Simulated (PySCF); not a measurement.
# Correlation energy of Pb²⁺ (lead, charge +2)

[Xe] 4f14 5d10 6s2, closed-shell 1S. Computed with PySCF 2.14 in aug-cc-pVTZ-PP with ECP60MDF (6s5p4d2f, 55 functions), with scalar relativity through the core potential. Frozen: 5s2 5p6 5d10; 2 electrons correlated.

With two correlated electrons CCSD is exact within the correlated space (frozen core and kept virtual orbitals).

```csv
level,correlation energy (mhartree)
CCSD,-27.10
```

Diagnostics: T1 = 0.0023, D1 = 0.0033, largest double amplitude 0.077.

Problem. Is a single reference adequate?

Solution. Mostly. T1 lies below 0.03, but a double amplitude of this size points to a near-degeneracy that CCSD handles and MP2 describes poorly.
